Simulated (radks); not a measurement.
The numbers below are computed, except where a source is named.
Q: Valence configurations of In I (all share [Kr]). Level of theory: scalar-relativistic Kohn-Sham, r2SCAN, spin-polarised, spherical densities, finite nucleus; open shells are filled with parallel spins first (spin-orbit coupling, left out, can overturn this in heavy ions); meta-GGA in the generalised Kohn-Sham scheme; Fermi nuclear charge, rms radius 4.6156 fm (a radial shooting solver on a logarithmic mesh with Libxc functionals). Order these by energy: 4d8.5 5s2 5p2.5; 4d9.5 5s1.5 5p2; 4d9.5 5s2 5p1.5; 4d8 5s2 5p3; 4d9 5s2 5p2; 4d6 5s2 5p5; 4d10 5p3; 4d10 5s1 5p2; 4d10 5s2 5p1.

A: From the lowest, in eV above it: 4d10 5s2 5p1 0.000; 4d10 5s1 5p2 4.093; 4d9.5 5s2 5p1.5 8.562; 4d10 5p3 10.428; 4d9.5 5s1.5 5p2 10.845; 4d9 5s2 5p2 17.953; 4d8.5 5s2 5p2.5 28.156; 4d8 5s2 5p3 39.156; 4d6 5s2 5p5 96.425. NIST lists [Kr] 4d10 5s2 5p1 as the ground configuration; this level of theory agrees among the configurations tried. The energies are those of spherical high-spin densities, not of single terms.
